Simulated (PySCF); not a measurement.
Compound: C₄H₁₄OSi₂.
Geometry (PBE0-D3(BJ)/def2-SVP, Å), atoms numbered from 1 in this order:
```xyz
21
C4H14OSi2 angstrom
C      1.8465    1.5880    1.0359
Si     1.1801   -0.1462    1.2764
C      1.9124   -1.3205    0.0116
O     -0.4779   -0.1411    1.1422
Si    -1.7379    0.0295    0.0696
C     -1.3624    1.4050   -1.1489
C     -2.0195   -1.5882   -0.8295
H      1.3512    2.2955    1.7188
H      2.9293    1.6239    1.2365
H      1.6806    1.9367    0.0042
H      1.5052   -0.6227    2.6551
H      1.4782   -2.3273    0.1128
H      3.0037   -1.4075    0.1352
H      1.7173   -0.9663   -1.0138
H     -2.9503    0.3832    0.8690
H     -0.4835    1.1571   -1.7660
H     -2.2132    1.5719   -1.8286
H     -1.1559    2.3519   -0.6262
H     -2.2047   -2.4062   -0.1164
H     -1.1390   -1.8574   -1.4347
H     -2.8881   -1.5205   -1.5039
```

Level of theory: TDDFT PBE0/def2-SVPD, vertical, gas phase, core orbitals frozen in the response (PySCF).

Transition dipole moments from the ground state, in atomic units and in the frame of the coordinates above (overall signs are arbitrary), for the states with f of 0.002 or more among the lowest 9:

```csv
state,E (eV),μx,μy,μz
S1,7.400,-0.091,-0.529,-0.096
S2,7.594,-0.108,-0.074,0.216
S4,7.797,-0.084,-0.027,0.183
S6,8.078,0.209,-0.087,-0.277
S7,8.152,0.169,-0.556,0.070
S8,8.176,-0.576,0.005,-0.258
S9,8.323,-0.276,-0.258,-0.068
```

Task: What oscillator strength does each state have?

Result: f = (2/3) ΔE |μ|² with ΔE in hartree (27.2114 eV).

```json
{"state": "S1", "|μ|² (au)": "0.298", "|μ| (D)": "1.39", "f": "0.054"}
{"state": "S2", "|μ|² (au)": "0.064", "|μ| (D)": "0.64", "f": "0.012"}
{"state": "S4", "|μ|² (au)": "0.041", "|μ| (D)": "0.52", "f": "0.008"}
{"state": "S6", "|μ|² (au)": "0.128", "|μ| (D)": "0.91", "f": "0.025"}
{"state": "S7", "|μ|² (au)": "0.342", "|μ| (D)": "1.49", "f": "0.068"}
{"state": "S8", "|μ|² (au)": "0.399", "|μ| (D)": "1.61", "f": "0.080"}
{"state": "S9", "|μ|² (au)": "0.147", "|μ| (D)": "0.98", "f": "0.030"}
```

Task: What angle do the transition dipoles of S1 and S2 make?

Result: |cos θ| = |μa·μb| / (|μa| |μb|) = 0.21, so θ ≈ 78° (taken between 0 and 90°, since the signs are arbitrary).

Task: What peak molar absorption coefficient would the strongest computed level give as a lone Gaussian band 0.4 eV wide at half height?

Result: ε(max) = 2.175×10⁸ f / FWHM, with the width in cm⁻¹. S8: 2.175×10⁸ × 0.0799 / 3226 ≈ 5400 L mol⁻¹ cm⁻¹.

The vertical ionisation energy (ΔSCF) is 9.62 eV, 1.30 eV above S9.

One conformer stands for the species.

Without π bonds the low states may be Rydberg-like; a valence basis with one diffuse set may place them up to an eV too high.
